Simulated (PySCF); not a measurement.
**ZnH and its ions**

UHF-MP2; Zn def2-TZVPPD, H def2-TZVPPD; no relativity (PySCF 2.14). Neutral (UHF): doublet (σ ↑), Re = 1.558 Å, ωe = 1728 cm⁻¹, De = 0.98 eV.

ZnH⁺ (RHF): singlet (closed shell), Re = 1.494 Å, ωe = 2026 cm⁻¹, De = 2.21 eV to Zn⁺ + H. The energies at the minima are -1779.16178 hartree for ZnH and -1778.88071 for ZnH⁺.

(1) Work out the adiabatic ionisation energy, without and with harmonic zero-point energies (1 hartree = 27.2114 eV, 1 eV = 8065.5 cm⁻¹), and the change of the bond length.

Correlated steps freeze 5 core orbitals. For an ion De counts to the pair picked by the measured ionisation energies or electron affinities, which need not be the lowest pair at this level. Where the molecule has an RHF reference, its open-shell atoms are computed with UHF. States were picked by a PBE0 search and need not be the measured ground states.

Neutral and ion stand on different kinds of reference determinant, which adds to the error of the difference.

Results:

(1) At MP2: 0.28107 hartree = 7.648 eV between the minima; the zero-point term (2026.0 − 1728.0)/2 cm⁻¹ = +0.018 eV makes it 7.667 eV. Re changes by -6.4 pm against the neutral. The electron leaves a σ orbital, and the shorter bond of the ion fits an antibonding orbital, or a change in how ionic the bond is.
